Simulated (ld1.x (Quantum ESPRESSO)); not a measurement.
## How hard is this Cs (Z = 55) PAW potential?

Cs (Z = 55), PAW, made with ld1.x (Quantum ESPRESSO) 7.5 (PBEsol, scalar-relativistic). Core [Kr] 4d10, reference 5s2 5p6 5d0.5 6s0.5 6p0. Waves: 5s (bound): rcut 2.80, rcutus 2.95 bohr; 6s (bound): rcut 2.80, rcutus 2.95 bohr; 5p (bound): rcut 2.95, rcutus 3.45 bohr; 6p (bound, empty): rcut 2.95, rcutus 3.45 bohr; 5d (bound): rcut 3.50, rcutus 4.50 bohr; 5d channel at 0.35 Ry: rcut 3.50, rcutus 4.50 bohr. Local part: all-electron potential smoothed inside 2.80 bohr (lloc = -2). Core correction: Bessel-smoothed model core inside 2.25 bohr. Augmentation charge: BESSEL, radius 2.80 bohr.

The pseudo-atom Hamiltonian at the reference potential is diagonalised in spherical Bessel functions j_l(qr) that vanish at 20 bohr, with q² up to the cutoff. All-electron valence levels (Ry): 5s -1.9723, 6s -0.1558, 5p -1.0000, 6p -0.0604, 5d -0.0333.

Problem. How do the lowest levels (Ry) of each channel move with the cutoff, and are there ghosts?

Solution.

```
cutoff (Ry)     s #1     s #2     p #1     p #2    p #3     d #1    f #1  Σ f·Δε (mRy)
          8  -1.9721  -0.1543  -0.9998  -0.0571  0.0499  -0.0326  0.0648           2.3
         10  -1.9721  -0.1555  -0.9998  -0.0591  0.0479  -0.0326  0.0648           1.1
         12  -1.9722  -0.1558  -0.9999  -0.0595  0.0475  -0.0326  0.0648           0.3
         15  -1.9722  -0.1558  -0.9999  -0.0595  0.0475  -0.0326  0.0648           0.2
         18  -1.9723  -0.1558  -0.9999  -0.0595  0.0475  -0.0326  0.0648           0.1
        400  -1.9723  -0.1558  -1.0000  -0.0595  0.0474  -0.0326  0.0648           0.0
```

Result: no extra level below or beside the all-electron valence levels (s, p, d, f tested); 10 mRy is reached at 6 Ry and 1 mRy at 12 Ry.

Test run stopped at test 4 of 7 (negative rho).
